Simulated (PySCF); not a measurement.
## ²⁹Si chemical shifts

- GIAO PBE0/pcSseg-1 shieldings
- geometry from GFN2-xTB
- program: PySCF 2.14
- single conformer, fast rotation and ring inversion assumed for equivalent nuclei, isolated molecule, no relativistic terms

Shieldings were converted by a linear fit to measured shifts: ²⁹Si (scatter 8.9 ppm rms, 25.8 ppm with the 6 outliers that the fit left out vs TMS, solution or neat liquid). A few per cent of atoms miss by over 2 rms, more outside the fitted compound classes.

Problem. Give the ²⁹Si shifts of `CC[C@@](C)([SiH3])C(=S)CF`, `N[Si@@H]1[SiH2][SiH2][SiH2][SiH2][Si@H]1O`, `[SiH3]N[Si@H]1[SiH2]O[SiH2][SiH2][SiH2]1`, `CC(=O)C[SiH2]c1cccs1`, `N[Si]1(O[SiH3])[SiH2][SiH2][SiH2][SiH2]1`, `C/C=C/O[SiH2]c1cccs1`.

Solution. 
| compound | environment | δ (ppm) |
| --- | --- | --- |
| CC[C@@](C)([SiH3])C(=S)CF | silicon bonded to C, 3 H | -31.9 |
| [NH2:1][Si@@H:2]1[SiH2:3][SiH2:4][SiH2:5][SiH2:6][Si@H:7]1[OH:8] | Si7: silicon bonded to O, 2 Si, H, in a 6-membered ring | -10.9 |
| [NH2:1][Si@@H:2]1[SiH2:3][SiH2:4][SiH2:5][SiH2:6][Si@H:7]1[OH:8] | Si2: silicon bonded to N, 2 Si, H, in a 6-membered ring | -49.3 |
| [NH2:1][Si@@H:2]1[SiH2:3][SiH2:4][SiH2:5][SiH2:6][Si@H:7]1[OH:8] | Si6: silicon bonded to 2 Si, 2 H, in a 6-membered ring | -106.6 |
| [NH2:1][Si@@H:2]1[SiH2:3][SiH2:4][SiH2:5][SiH2:6][Si@H:7]1[OH:8] | Si3: silicon bonded to 2 Si, 2 H, in a 6-membered ring | -108.4 |
| [NH2:1][Si@@H:2]1[SiH2:3][SiH2:4][SiH2:5][SiH2:6][Si@H:7]1[OH:8] | Si5: silicon bonded to 2 Si, 2 H, in a 6-membered ring | -111.6 |
| [NH2:1][Si@@H:2]1[SiH2:3][SiH2:4][SiH2:5][SiH2:6][Si@H:7]1[OH:8] | Si4: silicon bonded to 2 Si, 2 H, in a 6-membered ring | -113.5 |
| [SiH3:1][NH:2][Si@H:3]1[SiH2:4][O:5][SiH2:6][SiH2:7][SiH2:8]1 | Si4: silicon bonded to O, Si, 2 H, in a 6-membered ring | -28.5 |
| [SiH3:1][NH:2][Si@H:3]1[SiH2:4][O:5][SiH2:6][SiH2:7][SiH2:8]1 | Si6: silicon bonded to O, Si, 2 H, in a 6-membered ring | -28.7 |
| [SiH3:1][NH:2][Si@H:3]1[SiH2:4][O:5][SiH2:6][SiH2:7][SiH2:8]1 | Si1: silicon bonded to N, 3 H | -49.1 |
| [SiH3:1][NH:2][Si@H:3]1[SiH2:4][O:5][SiH2:6][SiH2:7][SiH2:8]1 | Si3: silicon bonded to N, 2 Si, H, in a 6-membered ring | -54.5 |
| [SiH3:1][NH:2][Si@H:3]1[SiH2:4][O:5][SiH2:6][SiH2:7][SiH2:8]1 | Si8: silicon bonded to 2 Si, 2 H, in a 6-membered ring | -110.6 |
| [SiH3:1][NH:2][Si@H:3]1[SiH2:4][O:5][SiH2:6][SiH2:7][SiH2:8]1 | Si7: silicon bonded to 2 Si, 2 H, in a 6-membered ring | -121.1 |
| CC(=O)C[SiH2]c1cccs1 | silicon bonded to 2 C, 2 H | -44.4 |
| [NH2:1][Si:2]1([O:3][SiH3:4])[SiH2:5][SiH2:6][SiH2:7][SiH2:8]1 | Si2: silicon bonded to N, O, 2 Si, in a 5-membered ring | 13.6 |
| [NH2:1][Si:2]1([O:3][SiH3:4])[SiH2:5][SiH2:6][SiH2:7][SiH2:8]1 | Si4: silicon bonded to O, 3 H | -44.5 |
| [NH2:1][Si:2]1([O:3][SiH3:4])[SiH2:5][SiH2:6][SiH2:7][SiH2:8]1 | Si6/7: silicon bonded to 2 Si, 2 H, in a 5-membered ring (×2) | -114.8 |
| [NH2:1][Si:2]1([O:3][SiH3:4])[SiH2:5][SiH2:6][SiH2:7][SiH2:8]1 | Si5/8: silicon bonded to 2 Si, 2 H, in a 5-membered ring (×2) | -122.8 |
| C/C=C/O[SiH2]c1cccs1 | silicon bonded to C, O, 2 H | -38.3 |
